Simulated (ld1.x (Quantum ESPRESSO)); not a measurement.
# Which change was made? (Zr, TM semilocal)

| Item | Value |
| --- | --- |
| Element | zirconium |
| Generator | ld1.x (Quantum ESPRESSO) 7.5 |
| Type | norm-conserving Troullier–Martins (semilocal form) |
| Functional | PBE |
| Relativity | scalar-relativistic |
| Frozen core | [Kr] |
| Valence charge | 4 |
| Reference configuration | 4d2 5s1 5p0 (charge +1) |
| Partial waves | 5s (bound): rc 3.30 bohr; 4d (bound): rc 2.00 bohr; 5p (bound, empty): rc 3.60 bohr |
| Local potential | the p channel |
| Core correction | Bessel-smoothed model core inside 1.90 bohr |

Cutoffs, loose and tight: the cutoffs (Ry, on a coarse ladder) from which the occupation-weighted sum of valence levels, in a spherical-Bessel basis at the reference potential, stays within 10 and 1 mRy of its value at 400 Ry. They do not see the model core or the augmentation charge, which bear on the density cutoff. Test errors are all-electron minus pseudo excitation energies from the reference, over the configurations 4d2 5s2 5p0; 4d2 5s0 5p0; 4d1 5s0 5p0; 4d1 5s2 5p1; 4d2 5s0 5p1; 4d1 5s2 5p0; 4d3 5s1 5p0; variants that change the core or the reference have their own tests.

The base gives: outcome: generated; cutoff, loose: 30 Ry; cutoff, tight: 35 Ry; bound ghosts: none; largest test error (meV): -245.

Question: After one change the result is: outcome: generated; cutoff, loose: 30 Ry; cutoff, tight: 35 Ry; bound ghosts: none; largest test error (meV): -332. Which change was it?
A. form changed from semilocal to separable (Kleinman–Bylander), still TM
B. wave 4d (bound): rc 2.00 bohr becomes 4d (bound): rc 2.44 bohr
C. form changed from semilocal to separable (Kleinman–Bylander), still TM; local potential the d channel

Answer: A. The others give: wave 4d (bound): rc 2.00 bohr becomes 4d (bound): rc 2.44 bohr → outcome: generated; cutoff, loose: 25 Ry; cutoff, tight: 30 Ry; bound ghosts: none; largest test error (meV): -241 | form changed from semilocal to separable (Kleinman–Bylander), still TM; local potential the d channel → outcome: generated; cutoff, loose: 30 Ry; cutoff, tight: 35 Ry; bound ghosts: s, p; largest test error (meV): -245. In the semilocal form every listed channel keeps its own potential, so the choice of the local channel does not act on these tests. It acts once the file is put into the separable form.
